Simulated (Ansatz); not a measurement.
CH6N2OSi, SMILES `NC1(O)N[SiH2]1`, relaxed with RKS PBE-D4/def2-SVP in Ansatz from a rough embedded geometry. The force threshold is 0.03 eV/Å; the program also tests the step.

Charge 0, multiplicity 1.

Start:

```xyz
11

N     1.020    0.214    1.175
C    -0.145    0.108    0.374
O    -1.176    0.904    0.855
N     0.098    0.356   -0.919
Si   -0.526   -1.245   -0.868
H     0.840   -0.054    2.131
H     1.362    1.149    1.204
H    -1.457    1.531    0.214
H     1.157    0.277   -1.132
H     0.597   -2.063   -1.407
H    -1.771   -1.177   -1.627
```

**Question.** By how much does the energy fall, and how many steps does the optimiser take? (Estimate.)

**Answer.** The calculation gave: 22.87 kcal/mol, in 12 steps, 2 of them rejected.

**Question.** Which bonds change most? (Estimate.)

**Answer.** The calculation gave: C2–N4 from 1.339 to 1.460 Å; N4–Si5 from 1.719 to 1.779 Å; N4–H9 from 1.084 to 1.028 Å; Si5–H11 from 1.460 to 1.499 Å.

**Question.** Give the relaxed structure. (An estimate is asked.)

**Answer.** The calculation gave: 
```xyz
11

N     1.047    0.090    1.145
C    -0.110    0.260    0.319
O    -1.057    1.128    0.889
N     0.125    0.506   -1.101
Si   -0.449   -1.165   -0.897
H     0.785   -0.405    2.006
H     1.363    1.025    1.452
H    -1.534    1.523    0.132
H     1.078    0.783   -1.367
H     0.519   -2.305   -1.025
H    -1.768   -1.440   -1.553
```
